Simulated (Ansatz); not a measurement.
Reaction (isomerisation): `O[SiH](F)[O][GeH3]` → `[OH][GeH2][SiH](O)F`

Isolated molecules relaxed with PBE0-D4/def2-TZVP in Ansatz; ΔE leaves out vibrations. CCSD(T)/CBS is the MP2 limit (def2-TZVPP, def2-QZVPP) plus CCSD(T) − MP2 in def2-TZVPP, frozen cores. For Ge outer-core shells are correlated without core-valence functions, which leaves a few kJ/mol of doubt a bond. Scalar relativity is left out up to krypton. Each species was taken in one conformer, which may not be the lowest.

| level | ΔE (kcal/mol) |
| --- | --- |
| HF/def2-TZVPP | 41.5 |
| HF/def2-QZVPP | 42.1 |

Problem. What does CCSD(T)/CBS give? (Estimate.)

Solution. Computed: +34.5 kcal/mol. The listed levels differ from it by 7.0, 7.6 kcal/mol.

Largest T1 diagnostic among the species: 0.012.

Leaving LDA and LC-ωPBE aside and taking each functional with its dispersion term where it has one, the values, not all of them listed here, spread over 9.0 kcal/mol, from PBE-D4 to BHLYP-D4. LDA lies +1.7 kcal/mol from PBE without D4. From r2SCAN to r2SCAN0 (25 % exact exchange), in def2-TZVPP and without D4, ΔE moves by +1.4 kcal/mol.
